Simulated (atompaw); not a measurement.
An all-electron radial function and its pseudo partner (Zn)

Columns: radius, all-electron u(r) and pseudo u(r) of the 4s shell (level -9.84 eV) of zinc in the configuration [Ne] 3s2 3p6 3d10 4s1.5 4p0; PBE, scalar-relativistic, PAW (atompaw) scheme, atompaw 4.2.0.5.

| r (bohr) | all-electron | pseudo |
| --- | --- | --- |
| 0.046 | -0.0651 | -0.0485 |
| 0.092 | 0.0910 | -0.0956 |
| 0.138 | 0.1739 | -0.1399 |
| 0.185 | 0.1588 | -0.1810 |
| 0.231 | 0.0828 | -0.2159 |
| 0.277 | -0.0165 | -0.2445 |
| 0.323 | -0.1134 | -0.2661 |
| 0.369 | -0.1935 | -0.2799 |
| 0.415 | -0.2507 | -0.2856 |
| 0.462 | -0.2843 | -0.2828 |
| 0.508 | -0.2945 | -0.2716 |
| 0.554 | -0.2855 | -0.2525 |
| 0.600 | -0.2612 | -0.2258 |
| 0.646 | -0.2250 | -0.1924 |
| 0.692 | -0.1801 | -0.1529 |
| 0.738 | -0.1293 | -0.1085 |
| 0.785 | -0.0737 | -0.0591 |
| 0.831 | -0.0175 | -0.0080 |
| 0.877 | 0.0391 | 0.0448 |
| 0.923 | 0.0951 | 0.0980 |
| 0.969 | 0.1495 | 0.1509 |
| 1.015 | 0.2019 | 0.2023 |
| 1.062 | 0.2528 | 0.2529 |
| 1.108 | 0.2998 | 0.2998 |
| 1.154 | 0.3439 | 0.3439 |
| 1.200 | 0.3849 | 0.3849 |

Question: How many radial nodes do the two functions have?

Answer: The all-electron 4s function has n − l − 1 = 3; the pseudo-wave has 1, since 1 lower shell of the same l stays in the valence.

Question: Is the pseudo-wave norm-conserving?

Answer: No, it belongs to a PAW set: the norm inside the radius is not constrained, and the difference is carried by the augmentation charge.
